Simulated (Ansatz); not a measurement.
`[GaH2][AsH2]` + `BN` → `B[NH][GaH2]` + arsine at 298.15 K and 1 bar (cleavage of the Ga–As bond).

Program: Ansatz. Geometries: PBE0-D4/def2-TZVP. ΔE: electronic, gas phase. CCSD(T)/CBS adds triple-zeta CCSD(T) − MP2 to the extrapolated MP2 energy (def2 sets, frozen cores). This one scheme is used for every species. For As, Ga outer-core shells are correlated without core-valence functions, which leaves a few kJ/mol of doubt a bond. Scalar relativity is left out up to krypton.

```tsv
species	CCSD(T)/CBS energy (Eh)	H − E (kJ/mol)	S (J/(mol·K))
`[GaH2][AsH2]`	-4161.33979	90.7	303.5
`BN`	-81.93499	137.2	228.1
`B[NH][GaH2]`	-2006.47671	151.2	298.6
`[AsH3]`	-2236.79077	67.8	222.9
```

H − E and S are ideal-gas, rigid-rotor, harmonic terms from PBE0-D4/def2-TZVP. 1 Eh = 2625.50 kJ/mol, R = 8.31446 J/(mol·K).

Q: By hand: ΔE, ΔH, ΔS and ΔG.

A: ΔE = (-2006.47671) + (-2236.79077) − (-4161.33979) − (-81.93499) = 0.00730 Eh = 19.2 kJ/mol. Δ(H − E) = 151.2 + 67.8 − 90.7 − 137.2 = -8.9, so ΔH = 10.3 kJ/mol. ΔS = 298.6 + 222.9 − 303.5 − 228.1 = -10.1 J/(mol·K). ΔG = 10.3 − 298.15 × (-10.1)/1000 = 13.3 kJ/mol.

Q: By hand: the equilibrium constant, and the temperature at which ΔG would vanish if ΔH and ΔS stayed fixed.

A: log₁₀ K = −ΔG/(RT ln 10) = -2.3. ΔH and −TΔS have one sign here, so there is no such temperature.

The number of gas molecules stays the same, so ΔS is small and ΔH decides. A doubt of 5 kJ/mol in ΔE shifts log₁₀ K by 0.9 here. These are equilibria of isolated gas molecules and say nothing of rates. Largest T1 diagnostic: 0.013 (customary marks: 0.02 for closed shells, 0.045 for open ones).
